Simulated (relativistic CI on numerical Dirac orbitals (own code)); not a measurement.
**Radial parameters of Cd28+**

Computed by Dirac-Coulomb-Breit CI, orbitals from a KLI potential per configuration, QED by a radiative potential, unscaled Slater integrals (own radial code, finite nucleus).

Slater integrals F^k, G^k are unscaled and averaged over j, outside the closed core [Ne]; ζ comes from projecting the Hamiltonian with its Breit term on Σ l·s of the shell.

- 3s2 3p6 3d2: F^2(3d,3d) = 351600, F^4(3d,3d) = 226800, ζ(3d) = 28905 cm⁻¹; <r>(3d) = 0.2898, <r^2>(3d) = 0.09753 (bohr units).
- 3s2 3p5 3d3: ζ(3p) = 224690, F^2(3d,3d) = 350770, F^4(3d,3d) = 226250, F^2(3p,3d) = 307470, G^1(3p,3d) = 332820, G^3(3p,3d) = 220940, ζ(3d) = 28493 cm⁻¹; <r>(3p) = 0.3237, <r^2>(3p) = 0.1209, <r>(3d) = 0.2904, <r^2>(3d) = 0.09796 (bohr units).
- 3s 3p6 3d3: F^2(3d,3d) = 350410, F^4(3d,3d) = 226010, G^2(3s,3d) = 250380, ζ(3d) = 28713 cm⁻¹; <r>(3s) = 0.3313, <r^2>(3s) = 0.125, <r>(3d) = 0.2907, <r^2>(3d) = 0.09815 (bohr units).

(1) Give the Racah parameters of the d shell in 3s2 3p6 3d2.

Averages of the first 10 configurations, taken without configuration mixing, which lowers the lowest level and can move excited configurations by several eV; other configurations of the list can lie among them:

```tsv
Configuration	Parity	States	Average energy above the lowest level (eV)
3s2 3p6 3d2	even	45	15.1
3s2 3p5 3d3	odd	720	194.6
3s 3p6 3d3	even	240	338.1
3s2 3p6 3d 4s	even	20	639.3
3s2 3p6 3d 4p	odd	60	691.0
3s2 3p6 3d 4d	even	100	761.1
3s2 3p5 3d2 4s	odd	540	812.8
3s2 3p6 3d 4f	odd	140	821.3
3s2 3p5 3d2 4p	even	1620	864.7
3s2 3p5 3d2 4d	odd	2700	934.4
```

Answers

(1) B = F²/49 − 5F⁴/441 = 4604 cm⁻¹ and C = 35F⁴/441 = 18000 cm⁻¹.
